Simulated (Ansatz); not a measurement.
This geometry of CH$_{3}$FSSi (7 atoms, charge 0, multiplicity 1) is a first-order saddle point.

All numbers below come from RKS PBE/STO-3G in Ansatz.

```xyz
7
Properties=species:S:1:pos:R:3
F 0.824 -1.877 0.915
C 0.307 -0.817 0.227
Si 0.962 0.930 0.329
S -0.473 1.853 -1.009
H -0.582 -1.169 -0.389
H -0.014 0.379 1.438
H -1.024 0.701 -1.511
```

**Question.** Which two structures does it join? (They come from a converged band through this point; their orientation in space is the band's.)

**Answer.** Bonds broken: Si3–H6. Bonds formed: C2–H6.

Initial state:

```xyz
7
Properties=species:S:1:pos:R:3
F 0.590 -2.057 1.127
C 0.048 -1.105 0.293
Si 0.545 0.590 0.268
S -0.745 1.917 -0.783
H -0.378 -1.579 -0.630
H 0.798 1.139 1.597
H -0.857 1.094 -1.872
```

Final state:

```xyz
7
Properties=species:S:1:pos:R:3
F 0.827 -1.672 1.214
C 0.180 -0.652 0.471
Si 1.399 0.657 -0.378
S -0.145 1.797 -1.277
H -0.470 -1.125 -0.321
H -0.539 -0.101 1.146
H -1.252 1.096 -0.855
```

**Question.** How far does it lie above each of them?

**Answer.** 1.30 eV above the first and 1.62 eV above the second. This is the barrier of this one path; another mechanism may lie lower. The orbitals stay closed-shell, which can raise the energy where a bond breaks towards radicals; this wasn't checked here. Limits of this set-up: minimal basis.

The run took 82 s on 1 CPU thread of a shared host.
